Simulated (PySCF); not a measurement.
Identify the unknown among the candidates.

All candidates are C5H10O2SSi.

| technique | computed result |
| --- | --- |
| Dipole | 3.22 D [PBE0/pcSseg-1] |
| 1H NMR | chemical shifts (computed TMS as zero) by class: 4.54 (1 H), 4.41 (1 H), 3.89 (3 H), 3.83 (1 H), 3.14 (1 H), 2.64 (1 H), 2.13 (1 H), 1.80 (1 H) ppm [GIAO PBE0/pcSseg-1] |
| NMR, other nuclei | isotropic shieldings of nuclei other than C and H, by class: 279 (1 O), 310 (1 O), 406 (1 Si), 624 (1 S) ppm [GIAO PBE0/pcSseg-1] |
| 13C NMR | chemical shifts (computed TMS as zero) by class: 99.9 (1 C), 86.9 (1 C), 66.9 (1 C), 51.2 (1 C), 33.9 (1 C) ppm [GIAO PBE0/pcSseg-1] |
| Rotational structure | rotational constants A, B, C: 1.940, 0.573, 0.479 GHz [GFN2-xTB] |

Electronic properties: PySCF, gas phase, density fitting. Levels stand in brackets. Isolated species at its GFN2-xTB geometry (one conformer only). NMR values are class means; diastereotopic atoms form classes of their own.

Problem. Which candidate is it?
A. `C#C[Si@@H](OC)OCCS`
B. `CCS[C@@H]1C[Si@H]1C(=O)O`
C. `CO[C@@H]([SiH2]C=C=O)SC`
D. `CS[Si@H](OC=O)C1CC1`

Solution. A. It is `C#C[Si@@H](OC)OCCS`. Numbering: `[CH:1]#[C:2][Si@@H:3]([O:4][CH3:5])[O:6][CH2:7][CH2:8][SH:9]`. Its formula, C5H10O2SSi, gives 2 degrees of unsaturation: 0 rings and 2 π bonds in the structure found. 5 carbons fall into 5 classes; from least to most shielded: terminal alkyne carbon [C1] (99.9 ppm), alkyne carbon [C2] (86.9 ppm), sp3 carbon bound to oxygen [C7] (66.9 ppm), methoxy carbon [C5] (51.2 ppm), sp3 carbon bound to sulfur [C8] (33.9 ppm). Hydrogen classes from least to most shielded: 1 H on an oxygen-bound silicon, Si3 (4.54 ppm), 1 H on an sp3 carbon bound to oxygen, C7 (4.41 ppm), 3 H on a methoxy carbon, C5 (3.89 ppm), 1 H on an sp3 carbon bound to oxygen, C7 (3.83 ppm), 1 H on an sp3 carbon bound to sulfur, C8 (3.14 ppm), 1 H on a thiol sulfur, S9 (2.64 ppm), 1 H on an sp3 carbon bound to sulfur, C8 (2.13 ppm), 1 H on a terminal alkyne carbon, C1 (1.80 ppm). The other shieldings belong to: 279 ppm, silyl ether oxygen [O6]; 310 ppm, silyl ether oxygen [O4]; 406 ppm, oxygen-bound silicon [Si3]; 624 ppm, thiol sulfur [S9]. The optimised geometry has point group C1 and is an asymmetric top.

The others, at the same levels:
- `CCS[C@@H]1C[Si@H]1C(=O)O` fails: its computed 13C shifts are 186.1 (1 C), 42.1 (1 C), 28.3 (1 C), 18.0 (1 C), 14.2 (1 C) ppm, 1H shifts are 6.31 (1 H), 3.34 (1 H), 3.04 (1 H), 2.53 (1 H), 2.20 (1 H), 1.79 (1 H), 1.38 (3 H), 1.16 (1 H) ppm and smallest rotational constant is 0.562 GHz (against 0.479 GHz).
- `CO[C@@H]([SiH2]C=C=O)SC` fails: its computed 13C shifts are 182.2 (1 C), 80.8 (1 C), 56.8 (1 C), 13.2 (1 C), -7.2 (1 C) ppm, 1H shifts are 4.90 (1 H), 4.63 (1 H), 4.07 (1 H), 3.52 (3 H), 2.14 (3 H), 1.40 (1 H) ppm and rotational constant A is 1.817 GHz (against 1.940 GHz).
- `CS[Si@H](OC=O)C1CC1` fails: its computed 13C shifts are 165.2 (1 C), 10.5 (1 C), 3.6 (1 C), 2.7 (1 C), 1.3 (1 C) ppm, 1H shifts are 8.07 (1 H), 5.28 (1 H), 2.04 (3 H), 0.88 (1 H), 0.70 (1 H), 0.64 (1 H), 0.26 (1 H), -0.10 (1 H) ppm and rotational constant A is 1.459 GHz (against 1.940 GHz).

Each candidate is one conformer, not necessarily the lowest. The conformers computed, where there is a choice (atom-mapped SMILES and torsion angles):
- `[CH3:1][CH2:2][S:3][C@@H:4]1[CH2:5][Si@H:6]1[C:7](=[O:8])[OH:9]`: C1–C2–S3–C4 69°, C2–S3–C4–C5 145°, C5–Si6–C7–O8 -151°, H–O9–C7–Si6 -179°
- `[CH3:1][O:2][C@@H:3]([SiH2:4][CH:5]=[C:6]=[O:7])[S:8][CH3:9]`: C1–O2–C3–Si4 162°, O2–C3–Si4–C5 -67°, C3–Si4–C5–C6 8°, O2–C3–S8–C9 -57°
- `[CH3:1][S:2][Si@H:3]([O:4][CH:5]=[O:6])[CH:7]1[CH2:8][CH2:9]1`: C1–S2–Si3–O4 177°, S2–Si3–O4–C5 172°, Si3–O4–C5–O6 -2°, S2–Si3–C7–C8 -166°

The conformers of `C#C[Si@@H](OC)OCCS` aren't listed.
